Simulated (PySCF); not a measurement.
B3LYP has the VWN-RPA correlation part, as in Gaussian. 

Z-matrix (Å, degrees):
```
B
H 1 1.1911
H 1 1.1911 2 129.45
```
Charge 0, spin multiplicity 2.

Question: Give the highest occupied spin orbital, total energy and dipole moment at the level B3LYP-D3(BJ)/def2-TZVP // PBE0-D4/def2-TZVP in PySCF.

Answer: 
```json
{
 "highest_occupied_spin_orbital": "-5.88 eV",
 "total_energy": "-25.9471 Ha",
 "dipole_moment": "0.101 e·Å"
}
```
